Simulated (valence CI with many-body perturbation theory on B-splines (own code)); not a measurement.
Values are calculated unless marked as measured or tabulated.
## Ladder of approximations for Hf30+

Method: relativistic CI+MBPT: six valence electrons over a frozen Dirac-Fock core [Kr], radial functions for each j: 7 s, 7 p, 8 d, 6 f, 4 g, 1 h, with the one-electron correlation potential Σ1 (screened to all orders), the two-electron term Σ2, the three-electron term Σ3, Breit, model QED; selected single and double excitations, second order for the rest, scaled by the run's own slope (own B-spline code, finite nucleus).

No measured spectrum was set against this ion. As an estimate, large intervals hold to a few tenths of a per cent, small ones and those within an open d or f shell to about a per cent. Core correlation moves these levels by up to 7700 cm⁻¹, and in measured spectra 5 to 20 % of such shifts remained as error; rates that hang on mixing are uncertain with them. Among the levels kept, up to 760 cm⁻¹ of a level comes from second order outside the variational space, and about a tenth of that is noise between levels of different J, which matters for small intervals. Only levels of the ground parity were solved; by the run's estimate the other parity begins above the list, which can be wrong where configurations are misplaced.

Each rung adds one term. CI alone is the Dirac-Coulomb CI over the frozen core; QED comes last and gives the full result, which names the levels. Energies are above (4d3/2^4 4d5/2^2) J=4 on the same rung, in cm⁻¹.

Levels are named by their leading jj configuration (3d3/2^4 stands for four electrons in 3d with j = 3/2), which in mixed levels can hold well under half, so a name can repeat and another be missing. Letters in brackets count levels of one name in rising energy.

```tsv
Level	CI alone
(4d3/2^4 4d5/2^2) J=2	21118
(4d3/2^4 4d5/2^2) J=0	62434
(4d3/2^3 4d5/2^3) J=3 [a]	94509
(4d3/2^3 4d5/2^3) J=4 [a]	106626
(4d3/2^3 4d5/2^3) J=1 [a]	107516
(4d3/2^3 4d5/2^3) J=5	132848
(4d3/2^3 4d5/2^3) J=6	135969
(4d3/2^3 4d5/2^3) J=2 [a]	148383
(4d3/2^3 4d5/2^3) J=3 [b]	151924
(4d3/2^3 4d5/2^3) J=0	182111
(4d3/2^3 4d5/2^3) J=2 [b]	183732
(4d3/2^3 4d5/2^3) J=1 [b]	186448
(4d3/2^3 4d5/2^3) J=4 [b]	189655
(4d3/2^3 4d5/2^3) J=3 [c]	199499
(4d3/2^2 4d5/2^4) J=2 [a]	214146
(4d3/2^2 4d5/2^4) J=0 [a]	222213
```

Task: What do these energies become with core correlation, Breit and QED?

Result: (4d3/2^4 4d5/2^2) J=2 20188 (-930); (4d3/2^4 4d5/2^2) J=0 63759 (+1326); (4d3/2^3 4d5/2^3) J=3 [a] 95566 (+1057); (4d3/2^3 4d5/2^3) J=4 [a] 105225 (-1401); (4d3/2^3 4d5/2^3) J=1 [a] 108855 (+1339); (4d3/2^3 4d5/2^3) J=5 128166 (-4682); (4d3/2^3 4d5/2^3) J=6 130067 (-5902); (4d3/2^3 4d5/2^3) J=2 [a] 144246 (-4137); (4d3/2^3 4d5/2^3) J=3 [b] 148188 (-3735); (4d3/2^3 4d5/2^3) J=0 174636 (-7475); (4d3/2^3 4d5/2^3) J=2 [b] 180485 (-3247); (4d3/2^3 4d5/2^3) J=1 [b] 181534 (-4914); (4d3/2^3 4d5/2^3) J=4 [b] 184283 (-5371); (4d3/2^3 4d5/2^3) J=3 [c] 192604 (-6895); (4d3/2^2 4d5/2^4) J=2 [a] 214337 (+191); (4d3/2^2 4d5/2^4) J=0 [a] 223935 (+1723).

Task: How does the ionisation energy move along the ladder, and which term matters most?

Result: CI alone 1190.1, + Σ1 1192.5, + Σ2 1196.4, + Σ3 1196.7, + Breit 1196.3, + QED 1196.4 eV. The largest step is Σ2, 3.9 eV. NIST lists 1195 ± 4 eV (theoretical).
